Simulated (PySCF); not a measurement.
# Unknown compound

The spectra below were simulated for a compound C3H10OSi4.

¹H NMR (600 MHz, computed): δ 9.70 (s, 1H), 7.40 (br s, 1H), 7.04 (br s, 1H), 4.74 (m, 1H), 4.67 (m, 1H), 4.26 (m, 1H), 4.23 (m, 2H), 3.98 (m, 2H).

¹³C{¹H} NMR (computed): δ 205.8, 164.2, 155.8.

Computed data (PySCF 2.14): structure optimised with GFN2-xTB, shieldings: GIAO PBE0/pcSseg-1. In vacuum, no relativistic terms, rapidly exchanging positions averaged, a single conformation.

Chemical shifts δ = σref − σ; TMS for ¹H (31.72 ppm) and ¹³C (186.93 ppm), all at this level.

Question: Deduce the structure.

Answer: 
- The formula gives 3 degrees of unsaturation (1 ring in the answer).
- 3 carbon signals for 3 carbons: no two carbons are equivalent.
- Carbon types of the structure: 1 × C, 1 × CH, 1 × CH2, leaving 7 H on heteroatoms.
- δC 205.8: aldehyde carbonyl carbon; the double bond to the heteroatom, with no lone-pair donor beside it, deshields it most.
- δC 164.2: α carbon of a C=C–C=O unit; an sp2 carbon of a C=C bond.
- δC 155.8: β carbon of a C=C–C=O unit; conjugation with the carbonyl draws π density from the β position.
- δH 9.70: hydrogen on an aldehyde carbonyl carbon; the formyl region, downfield of aromatic protons.
- δH 7.40, 7.04: hydrogen on a β carbon of a C=C–C=O unit; a vinylic proton, deshielded by the sp2 carbon and the C=C anisotropy.
- δH 4.74: hydrogen on a silicon bonded to C, 2 Si, in a 4-membered ring.
- δH 4.67, 4.26, 4.23, 3.98: hydrogen on a silicon bonded to 2 Si, in a 4-membered ring.

The compound is `InChI=1S/C3H10OSi4/c1-3(2-4)8-6-5-7-8/h2,8H,1,5-7H2`.

The shifts were computed for this structure.

Shifts are as computed. Against solution values, carbons near 30 ppm lie about +3 ppm off and those near 130 ppm about +5 ppm. Of 1211 compounds with measured shifts, 218 miss one by over three times the rms of a fit or turn the order of signals round; such compounds aren't used in these exercises. No couplings were computed; multiplicities are counted from neighbouring protons, with m where these are inequivalent, close in shift, in a saturated or five-membered ring or joined by F or P, and br s for small geminal =CH2 splittings.
